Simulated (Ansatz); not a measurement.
CH₃AlF₂, SMILES `F[CH2][AlH][F]`. Total charge 0; spin multiplicity 1. The geometry is a stationary point of PBE0-D4/def2-TZVP. It is one conformer, not always the lowest.

```xyz
7

F    -0.763    1.266   -1.186
C    -0.656    0.606    0.036
Al    0.773   -0.756    0.050
F     1.680   -0.996   -1.302
H    -0.489    1.361    0.816
H    -1.632    0.157    0.265
H     1.088   -1.638    1.321
```

Problem. What is the dipole moment at PBE/def2-TZVPP? (Best estimate.)

Solution. Ansatz gave: 2.41 D, with components (-0.84, -0.24, 2.24) D in this frame, pointing from negative to positive charge.

Problem. And with r2SCAN, B3LYP, ωB97M-V? (Estimate.)

Solution. The calculation gave: r2SCAN 2.47 D, B3LYP 2.59 D, ωB97M-V 2.56 D.

Problem. Give the Mulliken charges with PBE, r2SCAN, ωB97M-V in def2-TZVPP. (Estimate.)

Solution. Ansatz gave: 
```csv
atom,PBE,r2SCAN,ωB97M-V
F1,-0.21,-0.25,-0.24
C2,-0.10,-0.05,-0.16
Al3,0.55,0.68,0.63
F4,-0.31,-0.35,-0.34
H5,0.09,0.06,0.11
H6,0.09,0.06,0.11
H7,-0.11,-0.15,-0.10
```

B3LYP here is the variant with VWN-RPA as its local correlation; programs differ in this.
